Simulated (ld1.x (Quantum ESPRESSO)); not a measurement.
**Before and after: TM potential for titanium**

- Element: titanium
- Generator: ld1.x (Quantum ESPRESSO) 7.5
- Type: norm-conserving Troullier–Martins (Kleinman–Bylander form)
- Functional: PBEsol
- Relativity: scalar-relativistic
- Frozen core: [Ne] 3s2
- Valence charge: 10
- Reference configuration: 3p6 3d2 4s2 4p0
- Partial waves: 4s (bound): rc 2.05 bohr; 3d (bound): rc 1.60 bohr; 3p (bound): rc 1.45 bohr
- Local potential: the p channel
- Core correction: none

All-electron outer shells of the reference configuration (PBEsol, scalar-relativistic, ld1.x):

```json
{"shell": "2p", "level (eV)": "-443.92", "outermost node (bohr)": "–", "outermost maximum (bohr)": "0.22"}
{"shell": "3s", "level (eV)": "-62.45", "outermost node (bohr)": "0.40", "outermost maximum (bohr)": "0.87"}
{"shell": "3p", "level (eV)": "-38.77", "outermost node (bohr)": "0.37", "outermost maximum (bohr)": "0.90"}
{"shell": "4s", "level (eV)": "-4.48", "outermost node (bohr)": "1.24", "outermost maximum (bohr)": "2.92"}
{"shell": "3d", "level (eV)": "-4.27", "outermost node (bohr)": "–", "outermost maximum (bohr)": "0.98"}
{"shell": "4p", "level (eV)": "-1.45", "outermost node (bohr)": "1.39", "outermost maximum (bohr)": "3.80"}
```

Change: wave 4s (bound): rc 2.05 bohr becomes 4s (bound): rc 1.62 bohr.

Cutoffs: the cutoffs (Ry, on a coarse ladder) from which the occupation-weighted sum of valence levels, in a spherical-Bessel basis at the reference potential, stays within 10 and 1 mRy of its value at 400 Ry; they do not see the model core or the augmentation charge, which bear on the density cutoff. Errors are all-electron minus pseudo energies relative to the spin-unpolarised reference configuration.

**Question.** How do hardness, ghosts and transferability respond?

**Answer.** The potential gets harder (70 Ry and 90 Ry → 90 Ry and 100 Ry); both files keep a bound ghost (s); of the 7 tests that both files solve, the error grows in 6 and shrinks in 0 by more than 15 % and 0.3 meV (median size 19.2 → 76.5 meV). A smaller radius makes the pseudo-wave follow the all-electron one further in, where it bends more sharply, so more plane waves are needed. That the errors move this way runs against the usual rule that smaller radii transfer better.

```csv
quantity,base,changed
"cutoff, loose",70 Ry,90 Ry
"cutoff, tight",90 Ry,100 Ry
loose cutoff by channel (10 mRy a level),"s 15 Ry, d 70 Ry, p 35 Ry","s 80 Ry, d 70 Ry, p 35 Ry"
bound ghosts,s,s
"error for 3p6 3d2 4s1 4p0, meV [ΔE 7.36 eV]",-1.9,+9.9
"error for 3p6 3d2 4s0 4p0, meV [ΔE 20.83 eV]",+1.5,+106
"error for 3p6 3d1 4s0 4p0, meV [ΔE 47.73 eV]",+90,+77
"error for 3p6 3d1 4s2 4p0, meV [ΔE 9.76 eV]",-36,-70
"error for 3p6 3d2 4s0 4p1, meV [ΔE 11.14 eV]",+19,+122
"error for 3p6 3d3 4s0 4p0, meV [ΔE 7.36 eV]",-45,+107
"error for 3p6 3d1 4s2 4p1, meV [ΔE 4.70 eV]",+11,-16
```

 A true bound ghost makes a file unfit for plane-wave use even where its test errors are small: the radial tests pick states by their node count and pass the ghost by.
